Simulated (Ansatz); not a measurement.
CH₃Cl₂Sn, SMILES `[CH3][Sn]([Cl])[Cl]` radical, relaxed with UKS PBE-D4/def2-SVP in Ansatz 0.2.0 from a rough embedded geometry. The force threshold is 0.03 eV/Å; the program also tests the step.

Charge 0, multiplicity 2. Sn: def2 effective core potential.

Start:

```xyz
7

C    -0.687    0.216   -0.669
Sn    0.225   -0.349    1.134
Cl    1.544    1.421    1.856
Cl    1.624   -2.176    0.754
H    -1.358   -0.659   -1.061
H    -1.389    1.095   -0.545
H     0.040    0.451   -1.469
```

```json
{"step": "1", "energy (eV)": "-31943.9834", "largest force (eV/Å)": "2.402", "largest move (Å)": "0.000"}
{"step": "2", "energy (eV)": "-31944.2054", "largest force (eV/Å)": "0.863", "largest move (Å)": "0.083"}
{"step": "3", "energy (eV)": "-31944.2284", "largest force (eV/Å)": "0.210", "largest move (Å)": "0.093"}
{"step": "4", "energy (eV)": "-31944.2308", "largest force (eV/Å)": "0.102", "largest move (Å)": "0.045"}
{"step": "5", "energy (eV)": "-31944.2319", "largest force (eV/Å)": "0.004", "largest move (Å)": "0.016"}
```

End:

```xyz
7

C    -0.753    0.205   -0.714
Sn    0.157   -0.375    1.226
Cl    1.568    1.478    1.817
Cl    1.643   -2.183    0.682
H    -1.352   -0.646   -1.085
H    -1.372    1.106   -0.551
H     0.109    0.416   -1.376
```

Hardware: 4 threads of an Arm Neoverse V2 on a shared host. Wall time 8.5 s, peak host memory 0.17 GiB.
